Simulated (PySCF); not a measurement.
Pd+ (palladium, charge +1) across methods

[Kr] 4d8 5p1, one real determinant (an excited configuration). Computed with PySCF 2.14 in aug-cc-pwCVDZ-PP with ECP28MDF, with scalar relativity through the core potential.

| method | E (hartree) | mean ε 4d α (eV) | mean ε 4d β (eV) | mean ε 5p α (eV) | Σ⟨r²⟩ (bohr²) | ⟨S²⟩ |
| --- | --- | --- | --- | --- | --- | --- |
| B97-3 | -126.8538 | -21.964 | -20.591 | -8.919 | 42.12 | 3.751 |
| M06-L | -126.9037 | -20.035 | -18.566 | -8.132 | 41.66 | 3.752 |
| r2SCANh | -126.8584 | -21.037 | -19.529 | -8.866 | 41.81 | 3.751 |
| PBE | -126.8328 | -19.877 | -18.507 | -8.529 | 42.05 | 3.750 |
| PBE0 | -126.8250 | -21.931 | -20.441 | -9.086 | 42.09 | 3.751 |
| CAM-B3LYP | -126.7889 | -23.354 | -21.967 | -10.014 | 42.11 | 3.751 |
| UHF | -126.11416 | -27.283 | -25.364 | -10.251 | 43.27 | 3.753 |
| r2SCAN | -126.8705 | -20.252 | -18.776 | -8.654 | 41.76 | 3.751 |

Task: Estimate the same row for LDA.

Result: E (hartree) = -126.5587; mean ε 4d α (eV) = -20.050; mean ε 4d β (eV) = -18.584; mean ε 5p α (eV) = -8.629; Σ⟨r²⟩ (bohr²) = 41.93; ⟨S²⟩ = 3.750.

⟨L²⟩ = 14.01 against 20 for a pure G term, so this real determinant mixes terms. Energies and moments cover only the electrons outside the core potential.
